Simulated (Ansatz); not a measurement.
Breaking the Ga1–H2 bond in ClGaH2 (SMILES [Cl][GaH2]) (multiplicity 1 held, fragments rigid). Energies count from the point at 1.557 Å.
Geometry at that point (charge 0, multiplicity 1):
```xyz
4

Ga    -0.003    -0.232    -0.671
H     -1.409    -0.312    -1.335
H      1.398    -0.582    -1.253
Cl     0.006     0.475     1.376
```

Restricted levels (R-, RO-) in cc, def2 and unpolarised 6-31G sets keep to the state of the molecule at rest. Unrestricted levels (U-) break spin symmetry where that is lower. Active spaces are followed from a long bond inwards. Levels need not reach the same state.

Frozen-core correlation. Filled d and f shells under p-block atoms count as core.

Run with Ansatz (Gaussian basis) for Hartree–Fock, density functionals and correlated methods. Each number belongs to the level named beside it.

Energies in kcal/mol.

```csv
R (Å),R-r2SCAN/def2-TZVPP,U-CCSD/def2-TZVPP,"FIC-MRCISD on CASSCF(2,2)/def2-TZVPP","FIC-MRCISD+Q on CASSCF(2,2)/def2-TZVPP"
1.246,24.8,29.3,29.1,29.1
1.401,4.5,6.3,6.2,6.2
1.557,0.0,0.0,0.0,0.0
1.713,3.7,2.7,2.7,2.7
1.868,…,10.1,10.0,10.0
2.102,26.6,24.6,24.1,24.3
2.335,41.9,40.0,38.6,39.0
2.725,64.3,61.9,58.5,59.0
3.114,81.5,75.0,70.9,71.7
3.581,…,80.4,78.0,78.9
4.204,107.3,81.7,80.9,81.8
4.982,…,82.0,81.5,82.5
```

Question: Fill in the missing entries.

Answer: 
- 4.982, R-r2SCAN/def2-TZVPP: 114.3
- 3.581, R-r2SCAN/def2-TZVPP: 95.8
- 1.868, R-r2SCAN/def2-TZVPP: 11.7

Doubts at one or more of the structures used: a restricted determinant that unrestricted orbitals would lower (R-r2SCAN/def2-TZVPP); a spin-contaminated determinant (U-CCSD/def2-TZVPP); T1 above 0.05 (U-CCSD/def2-TZVPP).

Ansatz is an electronic-structure program.
